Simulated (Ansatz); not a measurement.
Cost and result for the atomization energy of `N=C=C(F)[SeH]` (7 atoms, 6 bonds).

Charge 0, multiplicity 1. Correlated methods include outer-core shells of Se, which these sets cover unevenly. Scalar relativity is left out up to krypton. The structure was optimised at the PBE0-D4/def2-TZVP level. It is one conformer, not always the lowest. Program: Ansatz. All runs use 4 threads of an Intel Xeon Platinum 8488C on a shared host. Times are those of one run each, without the atoms' runs, and a repeat can differ threefold. Electronic energies, without spin–orbit coupling; frozen cores. CCSD(T)/CBS adds CCSD(T) − MP2 in def2-TZVPP to the MP2 limit, and its time is that of the two runs behind it. T1 = 0.013. With those shells the extrapolation isn't a true limit. B3LYP takes the VWN-RPA correlation (the form of Gaussian; ORCA's B3LYP/G).

CCSD(T)/CBS is a level of theory with its own doubt, some kJ/mol a heavy atom from the limit and from the frozen cores, so smaller differences don't rank the functionals.

```csv
level,functions,wall time,atomization (kJ/mol),difference from CCSD(T)/CBS,per bond
PBE0-D4/def2-TZVPP,200,1.6 s,2665.0,51.8,8.6
r2SCAN-D4/def2-TZVPP (with forces),200,2 s,2649.3,36.1,6.0
PBE-D4/def2-TZVPP (with forces),200,2.3 s,2799.3,186.1,31.0
B3LYP-D4/def2-TZVPP (with forces),200,2.4 s,2640.8,27.6,4.6
B2PLYP/def2-TZVPP,200,3 s,2601.4,-11.8,-2.0
ωB97X-V/def2-TZVPP,200,3.4 s,2632.7,19.5,3.2
ωB97M-V/def2-TZVPP (with forces),200,5.5 s,2631.1,17.9,3.0
MP2/def2-QZVPP,377,11 s,2672.3,59.1,9.8
CCSD(T)/def2-TZVPP,200,49 s,2521.2,-92.0,-15.3
CCSD(T)/CBS(def2),–,60 s,2613.2,0.0,0.0
```

From PBE to PBE0 (25 % exact exchange), in def2-TZVPP and without D4, the atomization energy moves by −131.9 kJ/mol: exact exchange takes away binding that semilocal exchange gives to molecules. In def2-TZVPP, CCSD(T) changes the Hartree–Fock value by +909.0 kJ/mol (the triples alone add +78.3 kJ/mol) and MP2 by +1005.8 kJ/mol; breaking electron pairs costs correlation energy, which Hartree–Fock lacks. The D4 term adds +24.2 kJ/mol with B3LYP and +12.6 kJ/mol with PBE0; it sums over pairs of atoms, weighted by their polarisabilities, and B3LYP, whose exchange is more repulsive, gets the larger term.
